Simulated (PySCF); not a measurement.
C5H13NSi.
Geometry (GFN2-xTB, Å), atoms numbered from 1 in this order:
```xyz
20
C5H13NSi angstrom
C     -2.4690    0.9075   -0.5494
C     -1.4523    0.1542   -0.9257
C     -0.2522   -0.2136   -0.0846
C     -0.2344   -1.7355    0.0860
N     -0.2260    0.3907    1.2429
C      1.0304    0.2669   -0.7720
Si     2.3814    0.4939    0.5519
H     -2.5453    1.3336    0.4390
H     -3.2839    1.1345   -1.2158
H     -1.4241   -0.2526   -1.9285
H     -0.1743   -2.2276   -0.8815
H     -1.1437   -2.0686    0.5849
H      0.6217   -2.0285    0.6863
H     -0.3987    1.3872    1.1710
H     -0.9367   -0.0122    1.8455
H      1.3281   -0.4288   -1.5546
H      0.8422    1.2250   -1.2606
H      2.2189    1.7569    1.2689
H      3.6576    0.5616   -0.1815
H      2.4551   -0.6340    1.4749
```

Computed at PBE0/pcSseg-1 (PySCF, non-relativistic), with Q(14N) = 0.02044 b: N5, 14N (I = 1): χzz = -4.939 MHz, η = 0.100.

(1) Find the zero-field quadrupole resonance frequencies of 14N at N5.

Results:

(1) From ν± = (3/4)|χ|(1 ± η/3) and ν0 = |χ|η/2: ν+ 3.828 MHz, ν− 3.580 MHz, ν0 0.248 MHz (primary amine nitrogen).

In a crystal, neighbours and librations shift these lines. The structure is a single GFN2-xTB conformer in the gas phase; no vibrational or solvent corrections. GFN2-xTB bond lengths can be off by several hundredths of an ångström, more for odd bonds, and the gradients follow them. A larger basis could move these couplings by a tenth or more.

These values come from a run that also computed NMR shieldings. Hardware: Arm Neoverse V1, one thread (shared host). Cost: 29 s, 0.86 GiB resident at most.
